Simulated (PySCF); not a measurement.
## Debugging a PySCF script (CaB)

```python
from pyscf import gto, scf, cc

mol = gto.M(
    atom='Ca 0 0 0; B 0 0 2.766',
    basis='sto-3g',
    charge=0,
    spin=1,
    verbose=3,
)
mf = scf.ROHF(mol)
mf.max_cycle = 2
mf.kernel()
mycc = cc.CCSD(mf)
mycc.kernel()
e = mycc.ipccsd(nroots=4)[0]
print('roots (eV) =', (e*27.211386).round(3))
mf.dip_moment()
print('orbital energies (hartree):', mf.mo_energy[..., max(0, mol.nelec[1]-3):mol.nelec[0]+3].round(4))
```

```bash
$ OMP_NUM_THREADS=1 python input.py
```

The log, shortened:

```
SCF not converged.
SCF energy = -694.106085345055

WARN: RCCSD method does not support ROHF method. ROHF object is converted to UHF object and UCCSD method is called.

E(UCCSD) = -694.2085227379256  E_corr = -0.1024373928709515
roots (eV) = [2.71  3.743 3.745 4.528]
Dipole moment(X, Y, Z, Debye):  0.00000, -0.00000, -1.55286
orbital energies (hartree): [-1.1483 -0.5322 -0.147  -0.0188  0.1298  0.1298  0.2604]
```

Which setting is at fault, why, and what does a mended input give?

The cycle limit (2): the limit is below the number of cycles that the SCF needs. With this edit
```diff
- mf.max_cycle = 2
```
the run finishes: E(SCF) = -694.129867 Eh, E(CCSD) − E(SCF) = -0.07938 Eh, μz(SCF) = 3.59 D, ionisation roots 2.767, 3.741, 3.765, 7.776 eV.

The basis is very small, so the numbers show the basis as much as the system. The bond length is a typed value, not an optimised one. No search for the lowest solution was made.
